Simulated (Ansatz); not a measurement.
Two members of one family ((PbSe)n off), computed with Ansatz in the gas phase; def2 core potentials for Pb, no spin–orbit coupling. The two geometries come from different levels. Binding counts from free atoms in the multiplicity of their measured ground term, without zero-point energy. The structures are stationary points that may keep the symmetry of their start. Remarks come from the PBE and PBE0 runs and from stability tests at other levels; not every state was tested.

First: Pb2Se3 (singlet, charge 0, PBE-D4/def2-SVP geometry).

```xyz
5

Pb   -1.122   -1.410    0.389
Pb    0.446    1.732   -0.450
Se    1.457   -0.381    1.300
Se    1.384   -0.971   -1.047
Se   -2.165    1.030   -0.192
```

| level | HOMO (eV) | LUMO (eV) | gap (eV) | binding per atom (eV) |
| --- | --- | --- | --- | --- |
| PBE-D4/def2-SVP | -4.95 | -2.67 | 2.27 | 2.93 |
| PBE-D4/def2-TZVP | -5.04 | -2.78 | 2.27 | 2.94 |
| r2SCAN-D4/def2-TZVP | -5.28 | -2.68 | 2.60 | 2.78 |
| PBE0-D4/def2-SVP | -5.94 | -1.87 | 4.07 | 2.73 |
| PBE0-D4/def2-TZVP | -6.00 | -1.92 | 4.08 | 2.76 |

Second: Pb3Se2 (singlet, charge 0, r2SCAN-D4/def2-SVP geometry).

```csv
atom,x (Å),y (Å),z (Å)
Pb1,-0.766,0.805,1.484
Pb2,-1.333,-1.568,-0.481
Pb3,1.759,1.120,-0.344
Se4,-0.786,0.978,-1.451
Se5,1.127,-1.336,0.791
```

Question: What does the change do? Estimate second minus first.

Answer: 
| level | Δ HOMO (eV) | Δ LUMO (eV) | Δ gap (eV) | Δ binding per atom (eV) |
| --- | --- | --- | --- | --- |
| PBE-D4/def2-SVP | 0.38 | -0.11 | -0.49 | -0.02 |
| PBE-D4/def2-TZVP | 0.46 | -0.06 | -0.52 | -0.02 |
| r2SCAN-D4/def2-TZVP | 0.52 | -0.16 | -0.68 | -0.02 |
| PBE0-D4/def2-SVP | 0.68 | -0.42 | -1.10 | -0.01 |
| PBE0-D4/def2-TZVP | 0.75 | -0.41 | -1.16 | -0.01 |

Remarks: restricted SCF unstable in HF.
